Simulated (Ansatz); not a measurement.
System: SiBr₂, net charge -1, doublet state. SMILES of the parent species: Br[Si]Br
Structure (B3LYP-D3(BJ)/def2-TZVP (Ansatz, a quantum-chemistry and plane-wave program) minimum search):
```xyz
3

Si    -0.0019    -0.0105     1.3016
Br     1.0556    -1.5426    -0.2713
Br    -1.0549     1.5468    -0.2493
```
Charge -1, spin multiplicity 2.

Parts of the frozen-core correlation energy in def2-TZVPPD (Ansatz, hartree). Frozen orbitals: 33; correlated occupied orbitals by spin: 10 and 9; virtual: 119 and 120. Open shells are spin-unrestricted. Spin-orbit coupling is left out. Non-relativistic.

| term | value |
|---|---|
| reference (HF) | -5433.88614 |
| MP2 opposite-spin | -0.31479 |
| MP2 same-spin | -0.10456 |
| CCSD correlation | -0.45833 |
| (T) | -0.02158 |
| T1 diagnostic | 0.017 |
| largest doubles amplitude | 0.033 |
| <S^2> of the reference | 0.787 |
